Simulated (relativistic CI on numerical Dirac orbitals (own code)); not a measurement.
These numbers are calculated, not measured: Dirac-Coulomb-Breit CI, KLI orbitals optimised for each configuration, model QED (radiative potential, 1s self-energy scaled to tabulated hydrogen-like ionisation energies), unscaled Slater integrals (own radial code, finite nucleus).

The strongest absorption lines from the ground level of an ion, among the configurations computed and to levels below about 411 eV (vacuum wavelength in nm, gf): 6.1319 (0.27), 6.3511 (0.4), 6.5094 (5.3), 6.5503 (3.4), 6.5833 (1.8), 8.4590 (1.6), 8.6934 (1), 8.9135 (0.59).

Task: Which ion is it?
A. Eu29+
B. Dy32+
C. Hf38+
D. Nd26+

Result: B. Dy32+ has 34 electrons and the ground level 4s2.4p4 3P_2; the strongest line goes to 4s2.4p3.4d 3D°_3. The pattern of lines fixes the number of electrons, and along that sequence the line energies rise steadily with the charge (about as its square where n changes within one kind of shell, about linearly where n is kept but much faster in heavy ions where fine structure, which grows about as Z⁴, sets the gap, and irregularly where shells cross), which fixes Z. Configurations outside the model, such as inner-shell arrays, can give stronger lines. At this charge energies of transitions that change n are usually good to better than 1 %, and those within a shell (Δn = 0) to a few per cent.

LS names give the leading component of a level, which can be under half, so a name can repeat, a term be missing and a line seem to break the LS rules.
